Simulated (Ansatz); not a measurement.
Input file for CH$_{5}$FGeS (`F[CH2][GeH2][SH]`):

```yaml
crystal:
  periodic: [false, false, false]
  atoms:
    - {symbol: F, position_ang: [-0.197146, 1.751315, -0.739539]}
    - {symbol: C, position_ang: [0.791723, 0.884309, -0.300324]}
    - {symbol: Ge, position_ang: [0.014870, -0.912599, -0.044198]}
    - {symbol: S, position_ang: [-1.584139, -0.784099, 1.490559]}
    - {symbol: H, position_ang: [1.191111, 1.264468, 0.643237]}
    - {symbol: H, position_ang: [1.591208, 0.866160, -1.046940]}
    - {symbol: H, position_ang: [1.067425, -1.878243, 0.521106]}
    - {symbol: H, position_ang: [-0.545936, -1.428408, -1.379696]}
    - {symbol: H, position_ang: [-2.240616, 0.190797, 0.838794]}
basis:
  gaussian: {orbitals: def2-TZVPP}
correlation: {method: ccsd_t}
```

```sh
$ ansatz run in.yaml --threads 4 --pin off --events-out ev --progress --plain --max-ram 10444MiB
```

Log, shortened:

```
Functional definition: HF
1334 factors; integrals over basis functions are off by at most 8.9e-4 eV
mean field evaluation 1: about -71106.6268 eV, gradient 2.6e1 eV
mean field evaluation 2: about -71106.7970 eV, gradient 2.6e1 eV
mean field evaluation 4: about -71108.6962 eV, gradient 3.7e0 eV
mean field evaluation 8: about -71108.7403 eV, gradient 2.5e-1 eV
mean field -71108.74068375 eV, -2613.1980208924 hartree, gradient 1.5e-6 eV, S^2 0.000000; 0 other end points of the search recorded, 0 dependent functions left out
16 core orbitals not correlated: weight in the atoms' cores, before any rotation towards them, 1.000 or more for the frozen orbitals, at most 0.000 for the correlated occupied ones
reference -71108.74068375 eV, -2613.1980208924 hartree; 18, 18 occupied and 188, 188 virtual orbitals, 1334 factors
second order -23.37923949 eV of doubles, -0.00000000 eV of singles
cycle   1  -23.66221341 eV  change   -2.8e-1 eV  update   1.1e-1
cycle   2  -24.29600674 eV  change   -6.3e-1 eV  update   3.1e-2
cycle   3  -24.40302013 eV  change   -1.1e-1 eV  update   1.5e-2
cycle   4  -24.39184851 eV  change    1.1e-2 eV  update   3.3e-3
cycle   5  -24.39032028 eV  change    1.5e-3 eV  update   1.5e-3
cycle   6  -24.39073544 eV  change   -4.2e-4 eV  update   4.2e-4
cycle   7  -24.39051203 eV  change    2.2e-4 eV  update   1.7e-4
cycle   8  -24.39046440 eV  change    4.8e-5 eV  update   5.3e-5
cycle   9  -24.39048492 eV  change   -2.1e-5 eV  update   2.1e-5
perturbative correction -0.89797246 eV, -0.0329998794 hartree
Total energy: -71134.02914113 eV, -2614.1273545600 hartree
```

Hardware: 4 threads of an Arm Neoverse V2 on a shared host. Wall time 87 s, peak host memory 3.5 GiB.

The correlation energy is -25.288 eV, 3.6 % of it from (T); the T1 diagnostic reads 0.0112.
